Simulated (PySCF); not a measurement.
# [Er(NH3)2]3+ at several levels of theory

Computed with PySCF 2.14.0 (density fitting, no spin-orbit coupling) at the geometry relaxed with BP86:

```xyz
9
[Er(NH3)2]3+ (singlet in the valence; each metal's 4f electrons, 11 of them, lie in its core potential, out of spins and levels)
Er    0.8802    0.7255   -0.0001
N    -0.1382   -0.1201    1.9274
H     0.3604    0.1096    2.8270
H    -1.1182    0.2133    2.1216
H    -0.2383   -1.1665    1.9844
N    -0.1417   -0.1183   -1.9264
H     0.4348   -0.8022   -2.4831
H    -1.0484   -0.6355   -1.7993
H    -0.3913    0.6046   -2.6515
```

| level | basis | state | HOMO (eV) | gap (eV) | charge on Er1 (e) | population of f-type functions on Er1 (polarisation alone where 4f lies in the core) | dipole about the centre of mass (D) | largest force component (eV/Å) |
| --- | --- | --- | --- | --- | --- | --- | --- | --- |
| BP86 | Er lcecp-1-SVP with ECP57, N def2-SVP, H def2-SVP | singlet | -24.77 | 5.67 | 1.99 | 0.02 | 4.10 | 0.01 |
| HF | the same | singlet | -29.73 | 14.67 | 2.31 | 0.02 | 3.10 | 1.34 |
| revPBE | the same | singlet | -24.65 | 5.42 | 2.00 | 0.02 | 4.06 | 0.14 |
| TPSSh | the same | singlet | -25.34 | 6.69 | 2.07 | 0.02 | 3.85 | 0.35 |
| BP86 | Er lcecp-1-TZVP with ECP57, N def2-TZVP, H def2-TZVP | singlet | -24.68 | 5.63 | 2.21 | 0.02 | 4.10 | 0.34 |

In the lcecp rows the 4f levels are missing from HOMO and gap, and the state counts the valence alone.

Charges are Mulliken's, which hang on the basis. The relaxation used the grid (50, 194), these runs (75, 302) or, all-electron (x2c bases, spin-free X2C Hamiltonian), (99, 590).

Q: What does B3LYP with Er lcecp-1-SVP with ECP57, N def2-SVP, H def2-SVP give here?

A: state singlet, HOMO (eV) -25.86, gap (eV) 7.11, charge on Er1 (e) 2.05, population of f-type functions on Er1 (polarisation alone where 4f lies in the core) 0.02, dipole about the centre of mass (D) 3.86, largest force component (eV/Å) 0.36. Time: 5.7 s on 2 threads of Intel(R) Xeon(R) Platinum 8488C (Sapphire Rapids), on a shared host, from an already converged density.

In the first row's basis the gap widens with exact exchange: 5.4 to 5.7 eV for revPBE, BP86 (none); 6.7 to 7.1 eV for TPSSh, B3LYP (a fixed share); 14.7 eV for Hartree–Fock (rising or full at long range).

No frequency check is given that shows the relaxed geometry to be a minimum, and it was reached by following one of several unstable modes of a saddle point. An lcecp potential fixes the number of 4f electrons, so in runs with it no electron can move into or out of that shell.
